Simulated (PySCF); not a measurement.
# Computed records: AlBGeH$_{5}$O, AlBGeH$_{3}$O, CH$_{7}$B$_{2}$Ge, B$_{2}$GeH$_{4}$N and others

Computed with PySCF 2.14.0. Calculation on a computer-drawn molecule: optimised geometry and harmonic frequencies of an isolated molecule of the commonest isotopes, restricted reference for singlets and unrestricted otherwise, frozen core in MP2; on germanium a core potential holds 10 electrons, which the energies leave out, and 3d is frozen in MP2 and coupled-cluster steps.

Common to all runs: charge 0; multiplicity 2; basis and core potential on germanium cc-pVDZ-PP ECP10MDF.

(1) AlBGeH$_{5}$O

Start structure:
```xyz
9
AlBGeH5O
B      3.1806    -0.0748     1.6486
Ge     1.8209     1.3440     1.4231
Al    -0.1394     2.0266     0.1593
O     -1.0208     3.3571     0.5194
H      3.9528     0.0247     2.4411
H      3.2065    -0.9289     0.8312
H      1.8591     2.4816     2.5320
H     -0.6369     1.1248    -1.0892
H     -1.5171     4.1424     0.6967
```

It was run with method HF and basis cc-pV(D+d)Z.

It finds rotational constants 12.78, 1.498, 1.341 GHz; total energy -637.7805 hartree; spin squared 0.7599; convergence status largest gradient component 1.05e-05 hartree/bohr.

Drawn bonds:
| atom | other atom | order |
| --- | --- | --- |
| 1 | 2 | 1 |
| 2 | 3 | 1 |
| 3 | 4 | 1 |
| 1 | 5 | 1 |
| 1 | 6 | 1 |
| 2 | 7 | 1 |
| 3 | 8 | 1 |
| 4 | 9 | 1 |

Optimised structure:
```xyz
9
AlBGeH5O
B      3.0602     0.0244     1.5703
Ge     1.7317     1.5680     1.6159
Al    -0.1533     1.9453     0.0802
O     -1.1625     3.2859     0.2628
H      3.9422    -0.0529     2.3767
H      2.9574    -0.8181     0.7244
H      1.9455     2.5981     2.7376
H     -0.4784     0.9671    -1.1053
H     -1.1372     3.9797     0.8998
```

Modes:
| frequency (cm⁻¹) | reduced mass (dalton) |
| --- | --- |
| 53.64 | 3.615 |
| 91.87 | 3.398 |
| 173.9 | 1.114 |
| 184.9 | 5.151 |
| 337.2 | 8.032 |
| 340.8 | 1.06 |
| 382.6 | 1.273 |
| 498 | 1.122 |
| 563.2 | 1.285 |
| 584.9 | 2.385 |
| 616.4 | 1.349 |
| 705.6 | 1.144 |
| 817.5 | 1.182 |
| 887.3 | 6.024 |
| 911.3 | 1.279 |
| 1250 | 1.143 |
| 2021 | 1.043 |
| 2179 | 1.02 |
| 2683 | 1.05 |
| 2776 | 1.129 |
| 4229 | 1.068 |

(2) AlBGeH$_{3}$O

Start structure:
```xyz
7
AlBGeH3O
B     -2.8881     1.7482     2.1455
Ge    -1.0134     1.0787     2.4406
Al    -0.2745    -1.2183     2.0186
O      0.1205    -2.6965     1.6823
H     -3.0077     2.9418     1.7708
H     -3.7911     1.1045     2.3480
H      0.0903     1.8967     1.6098
```

Here we set method HF and basis cc-pV(D+d)Z.

It finds rotational constants 15.25, 1.459, 1.332 GHz; total energy -636.5375 hartree; spin squared 0.7613; convergence status largest gradient component 1.457e-05 hartree/bohr.

Drawn bonds:
| atom | other atom | order |
| --- | --- | --- |
| 1 | 2 | 1 |
| 2 | 3 | 1 |
| 3 | 4 | 2 |
| 1 | 5 | 1 |
| 1 | 6 | 1 |
| 2 | 7 | 1 |

Optimised structure:
```xyz
7
AlBGeH3O
B     -2.8761     1.7788     2.1211
Ge    -0.9712     1.1003     1.9194
Al    -0.3308    -1.2522     1.9311
O      0.0618    -2.7762     1.9411
H     -3.0870     2.9539     2.1026
H     -3.7624     0.9896     2.2559
H      0.2017     2.0608     1.7444
```

Modes:
| frequency (cm⁻¹) | reduced mass (dalton) |
| --- | --- |
| 92.67 | 4.003 |
| 102 | 1.153 |
| 164.6 | 15.65 |
| 193.8 | 9.822 |
| 298.1 | 23.16 |
| 332.6 | 1.027 |
| 585.5 | 3.69 |
| 618.3 | 1.158 |
| 799.6 | 1.168 |
| 913.4 | 1.267 |
| 1197 | 18.89 |
| 1240 | 1.139 |
| 2238 | 1.02 |
| 2708 | 1.048 |
| 2814 | 1.132 |

(3) AlBGeH$_{3}$O

Start structure:
```xyz
7
AlBGeH3O
B     -2.8761     1.7788     2.1211
Ge    -0.9712     1.1003     1.9194
Al    -0.3308    -1.2522     1.9311
O      0.0618    -2.7762     1.9411
H     -3.0870     2.9539     2.1026
H     -3.7624     0.9896     2.2559
H      0.2017     2.0608     1.7444
```

Settings of this run: method MP2 and basis cc-pV(D+d)Z.

It finds rotational constants 15.41, 1.423, 1.303 GHz; total energy -636.9532 hartree; spin squared 0.7615; convergence status largest gradient component 2.901e-05 hartree/bohr.

Drawn bonds:
| atom | other atom | order |
| --- | --- | --- |
| 1 | 2 | 1 |
| 2 | 3 | 1 |
| 3 | 4 | 2 |
| 1 | 5 | 1 |
| 1 | 6 | 1 |
| 2 | 7 | 1 |

Optimised structure:
```xyz
7
AlBGeH3O
B     -2.8770     1.7870     2.1209
Ge    -0.9849     1.1134     1.9208
Al    -0.3289    -1.2522     1.9308
O      0.0827    -2.8316     1.9406
H     -3.0859     2.9714     2.1017
H     -3.7668     0.9890     2.2565
H      0.1968     2.0780     1.7443
```

Modes:
| frequency (cm⁻¹) | reduced mass (dalton) |
| --- | --- |
| 82.7 | 4.199 |
| 129.5 | 3.388 |
| 164.3 | 8.619 |
| 166 | 1.587 |
| 286.5 | 22.57 |
| 359.5 | 1.026 |
| 577.6 | 1.24 |
| 601.9 | 2.9 |
| 756.1 | 1.178 |
| 863.4 | 1.269 |
| 1031 | 19.17 |
| 1178 | 1.148 |
| 2182 | 1.021 |
| 2646 | 1.048 |
| 2758 | 1.132 |

(4) CH$_{7}$B$_{2}$Ge

Start structure:
```xyz
11
CH7B2Ge
B      0.2595    -1.5504     2.5577
Ge    -1.0387    -1.1032     1.1050
B     -0.7203    -0.3106    -0.6577
C      0.7496     0.0990    -1.0718
H     -0.0962    -1.9594     3.5925
H      1.3570    -1.3250     2.4265
H     -2.4830    -1.4852     1.3592
H     -1.5967    -0.0793    -1.3592
H      0.7968     1.1653    -1.2888
H      1.4681    -0.1757    -0.3717
H      1.0886    -0.4198    -2.0706
```

Settings of this run: method HF and basis cc-pVDZ.

The calculation gives: rotational constants 8.737, 2.673, 2.073 GHz; total energy -384.6375 hartree; spin squared 0.76; convergence status largest gradient component 1.881e-05 hartree/bohr.

Drawn bonds:
| atom | other atom | order |
| --- | --- | --- |
| 1 | 2 | 1 |
| 2 | 3 | 1 |
| 3 | 4 | 1 |
| 1 | 5 | 1 |
| 1 | 6 | 1 |
| 2 | 7 | 1 |
| 3 | 8 | 1 |
| 4 | 9 | 1 |
| 4 | 10 | 1 |
| 4 | 11 | 1 |

Optimised structure:
```xyz
11
CH7B2Ge
B      0.2406    -1.5656     2.6174
Ge    -1.1015    -1.1356     1.1501
B     -0.6702    -0.2925    -0.6773
C      0.7838     0.1134    -1.1276
H     -0.1145    -2.0575     3.6501
H      1.4034    -1.3259     2.4523
H     -2.5724    -1.4696     1.4306
H     -1.5846    -0.1032    -1.4341
H      0.7962     1.1826    -1.3745
H      1.5756    -0.0838    -0.4037
H      1.0285    -0.4067    -2.0622
```

Modes:
| frequency (cm⁻¹) | reduced mass (dalton) |
| --- | --- |
| 71.16 | 1.09 |
| 103 | 2.045 |
| 113.9 | 2.823 |
| 208.7 | 1.066 |
| 274.7 | 3.323 |
| 347.4 | 1.029 |
| 525.2 | 3.165 |
| 585.8 | 4.336 |
| 643 | 1.198 |
| 684.6 | 1.102 |
| 819.8 | 1.146 |
| 860.1 | 1.244 |
| 873.2 | 1.627 |
| 913.9 | 1.299 |
| 1071 | 2.494 |
| 1189 | 1.472 |
| 1255 | 1.151 |
| 1431 | 1.29 |
| 1549 | 1.071 |
| 1561 | 1.053 |
| 2202 | 1.02 |
| 2682 | 1.052 |
| 2692 | 1.091 |
| 2772 | 1.128 |
| 3148 | 1.041 |
| 3202 | 1.095 |
| 3256 | 1.1 |

(5) B$_{2}$GeH$_{4}$N

Start structure:
```xyz
8
B2GeH4N
B     -1.5041     2.2256     1.2934
Ge    -0.7023     0.8447     0.1990
B      1.0150    -0.0744     0.4279
N      2.1211    -0.7153     0.6253
H     -0.9722     2.5909     2.2840
H     -2.5921     2.6630     1.0505
H     -1.3653     0.3420    -0.9974
H      2.9950    -1.1787     0.6762
```

Settings of this run: method HF and basis cc-pVDZ.

It finds rotational constants 16.29, 2.385, 2.08 GHz; total energy -399.4945 hartree; spin squared 0.7646; convergence status largest gradient component 4.157e-05 hartree/bohr.

Drawn bonds:
| atom | other atom | order |
| --- | --- | --- |
| 1 | 2 | 1 |
| 2 | 3 | 1 |
| 3 | 4 | 2 |
| 1 | 5 | 1 |
| 1 | 6 | 1 |
| 2 | 7 | 1 |
| 4 | 8 | 1 |

Optimised structure:
```xyz
8
B2GeH4N
B     -1.5039     2.2193     1.3397
Ge    -0.7430     0.8048     0.1346
B      1.0399    -0.1175     0.4307
N      2.1207    -0.6714     0.6179
H     -0.8887     2.5593     2.3067
H     -2.5640     2.7077     1.0805
H     -1.4538     0.3108    -1.1197
H      2.9877    -1.1152     0.7685
```

Modes:
| frequency (cm⁻¹) | reduced mass (dalton) |
| --- | --- |
| 115.3 | 3.27 |
| 127.6 | 1.167 |
| 289.4 | 3.548 |
| 338.2 | 3.682 |
| 392.8 | 1.123 |
| 448.5 | 9.965 |
| 540.1 | 1.235 |
| 556.2 | 1.231 |
| 615.3 | 4.405 |
| 668.4 | 1.247 |
| 821.5 | 1.139 |
| 906.4 | 1.263 |
| 1244 | 1.148 |
| 2060 | 7.702 |
| 2251 | 1.021 |
| 2699 | 1.049 |
| 2799 | 1.131 |
| 4081 | 1.102 |

(6) CH$_{6}$BGeO

Start structure:
```xyz
10
CH6BGeO
B      1.0098    -1.4950    -2.6879
Ge     1.1281     0.2864    -1.8284
C      0.0474     0.7847    -0.2033
O     -1.2197     1.2271    -0.6276
H      0.6859    -2.3939    -2.0506
H      1.4004    -1.5715    -3.7404
H      1.2074     1.6024    -2.4869
H      0.5000     1.5699     0.4255
H     -0.2006    -0.0982     0.5320
H     -1.7225     0.5917    -1.0471
```

Here we set method HF and basis cc-pVDZ.

Results for CH$_{6}$BGeO: rotational constants 15.99, 2.408, 2.225 GHz; total energy -434.2205 hartree; spin squared 0.7605; convergence status largest gradient component 8.618e-06 hartree/bohr.

Drawn bonds:
| atom | other atom | order |
| --- | --- | --- |
| 1 | 2 | 1 |
| 2 | 3 | 1 |
| 3 | 4 | 1 |
| 1 | 5 | 1 |
| 1 | 6 | 1 |
| 2 | 7 | 1 |
| 3 | 8 | 1 |
| 3 | 9 | 1 |
| 4 | 10 | 1 |

Optimised structure:
```xyz
10
CH6BGeO
B      1.2657    -1.5455    -2.6353
Ge     0.6844     0.2556    -2.0042
C     -0.1094     0.6663    -0.2300
O     -1.1168     1.6435    -0.2877
H      1.0771    -2.5057    -1.9440
H      1.7806    -1.6612    -3.7096
H      0.9045     1.5406    -2.8034
H      0.6755     1.0708     0.4087
H     -0.4585    -0.2589     0.2389
H     -1.8668     1.2982    -0.7480
```

Modes:
| frequency (cm⁻¹) | reduced mass (dalton) |
| --- | --- |
| 44.2 | 3.103 |
| 133.3 | 2.603 |
| 179.1 | 1.221 |
| 283.4 | 5.689 |
| 338.4 | 1.107 |
| 408.6 | 1.031 |
| 575.3 | 2.224 |
| 618.5 | 1.953 |
| 665.6 | 2.323 |
| 784.9 | 1.262 |
| 864.9 | 1.27 |
| 892.3 | 1.262 |
| 1160 | 6.758 |
| 1232 | 1.036 |
| 1242 | 1.153 |
| 1391 | 1.24 |
| 1496 | 1.209 |
| 1585 | 1.076 |
| 2231 | 1.02 |
| 2685 | 1.049 |
| 2780 | 1.129 |
| 3177 | 1.065 |
| 3255 | 1.099 |
| 4149 | 1.067 |
